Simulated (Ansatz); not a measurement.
Reaction (redistribution): `[NH2][SnH2][OH]` + `[CH3][AlH][C](=N)[SeH]` → `[CH3][AlH][SnH2][OH]` + `N=C(N)[SeH]`

Gas-phase electronic energies from Ansatz, PBE0-D4/def2-TZVP geometries. CBS: MP2 limit from def2 TZ/QZ plus the TZ coupled-cluster correction, frozen cores. DFT in def2-TZVPP. def2 core potentials past Kr. For Se, Sn outer-core shells are correlated without core-valence functions, which leaves a few kJ/mol of doubt a bond. Scalar relativity is left out up to krypton. One conformer a species, not always the lowest.

CCSD(T)/CBS gives -5.8 kcal/mol.

Task: Another level gave -10.2 kcal/mol. Which?
A. HF/def2-TZVPP
B. SCS-MP2/def2-TZVPP
C. r2SCAN/def2-TZVPP
D. PBE-D4/def2-TZVPP

Result: C. r2SCAN -10.2, SCS-MP2/def2-TZVPP -5.7, HF/def2-TZVPP -9.1, PBE-D4 -11.5 kcal/mol.

Largest T1 diagnostic among the species: 0.013.

The D4 term adds +0.8 kcal/mol with B3LYP and +0.4 kcal/mol with PBE0; it sums over pairs of atoms, weighted by their polarisabilities, and B3LYP, whose exchange is more repulsive, gets the larger term. In def2-TZVPP, CCSD(T) changes the Hartree–Fock value by +3.1 kcal/mol (the triples alone add +0.6 kcal/mol) and MP2 by +2.8 kcal/mol.

B3LYP here is the variant with VWN-RPA as its local correlation; programs differ in this.
